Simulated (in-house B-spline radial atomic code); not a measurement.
Ionising Re LV (Re54+) with different functionals

Computed with a radial B-spline atomic code at the basis-set limit: scalar-relativistic (spin-free X2C) Hamiltonian, Fermi nucleus of rms radius 5.3698 fm, spin-polarised at highest spin, spherical fractional occupations for the functionals. The ionisation energy is the difference of two self-consistent energies, [Ar] 3d3 → [Ar] 3d2, without Breit or QED terms; ε is the level of the shell that loses the electron (its least bound occupied spin orbital). There is no spin-orbit coupling in this Hamiltonian.

Hybrids are left out here: with spherical fractional occupations of an open shell their exact exchange keeps a self-interaction that integer-occupation calculations don't have.

```tsv
method	rung	ΔSCF (eV)	-ε(3d) (eV)
LDA VWN5	LDA	5203.6	5134.4
LDA PW92	LDA	5203.6	5134.4
OLYP	GGA	5210.6	5141.7
TPSS	meta-GGA	5203.0	5134.1
SCAN	meta-GGA	5206.5	5138.6
```

(1) How do they compare with the NIST value?

Results:

(1) NIST lists 5236 eV ± 5 (tabulated theory, ground level to ground level). Errors run from -33.0 to -25.4 eV. The correlated functionals all miss on the same side by more than they spread, so the cause is common to them (spin-orbit coupling, Breit-QED terms, multiplet and fine-structure energies, or a listed next ion that isn't the cheapest removal here) and closeness doesn't rank the functionals.
